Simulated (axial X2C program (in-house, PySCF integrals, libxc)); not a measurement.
## Nuclear properties of GdTe

Computed with an in-house all-electron X2C program for linear molecules (integrals from PySCF): two-component X2C with atomic mean-field Coulomb and Gaunt terms, Gaussian nuclei, basis Gd dyall-cv3z, Te dyall-cv3z with contracted cores.

R = 2.655 Å (near the PBE0 minimum at charge 0 of the determinant lowest at the starting distance; the state shown can have its own minimum elsewhere).

Determinant lowest in the PBE0 search, Ω = 4 (⟨Sz⟩ = 3.98, ⟨Lz⟩ = 0.02 at PBE0), spin on the atoms Gd 4.14, Te -0.15:

```csv
level,Eeff magnitude (GV/cm),Ws magnitude Gd (kHz),A∥/gI Gd (MHz),qzz Gd (a.u.),A∥/gI Te (MHz),qzz Te (a.u.),μ (D)
PBE0,14.4,2.69,735,-2.89,23.4,-1.29,-7.00
HF,18.1,3.64,689,-3.10,-0.991,-2.26,-8.39
TPSSh,13.4,2.52,789,-2.94,22.8,-1.25,-6.74
BHandHLYP,16.1,2.99,710,-2.87,13,-1.08,-7.62
PBE50,14.7,2.81,734,-2.84,16.2,-1.44,-7.77
```

Eeff is the effective electric field on the electron electric dipole moment in this Ω state and Ws the scalar–pseudoscalar constant of the nucleus named (defined with the proton number Z and per Ω); A∥ (defined per Ω) follows by multiplying with gI = μI/(I μN); qzz is the electric field gradient, eQq0 = 234.96 MHz × Q/barn × qzz; μ is positive if the Te end (last atom) is positive. The operators were transformed with the bare-nucleus X2C matrices; with these basis sets, hyperfine constants and field gradients can be off by tens of per cent, and where levels differ in sign neither size nor sign is settled.

(1) With gI(157Gd) = -0.2265, Q(157Gd) = 1.35 barn (g factors from the IAEA table of nuclear moments by Stone; Q from Pyykkö, Mol. Phys. 2018), turn the PBE0 values of the first state into constants in MHz.

Each state is one determinant with collinear spin, which with several unpaired electrons need not be a pure state. Unrestricted Hartree–Fock can overshoot spin polarisation at the nuclei. This is the top spin component of a Σ state; components of lower Ω are not single determinants and can lie lower. With several open shells hyperfine constants can be off by a factor of several. Open-shell Ω = 0 determinants with evenly filled partner blocks cannot be reached by this program, so the Ω shown need not be the lowest component. States lie within half an eV, so the first need not be the ground state. Further determinants of the search, some of them spin-mixed, are not shown. Where a field gradient or hyperfine factor spreads by more than a factor of two over the levels, a constant derived from it is not to be relied on.

## Answers

(1) A∥(157Gd) = 735 × -0.2265 = -166 MHz; eQq0(157Gd) = 234.96 × (1.35) × (-2.89) = -917 MHz.
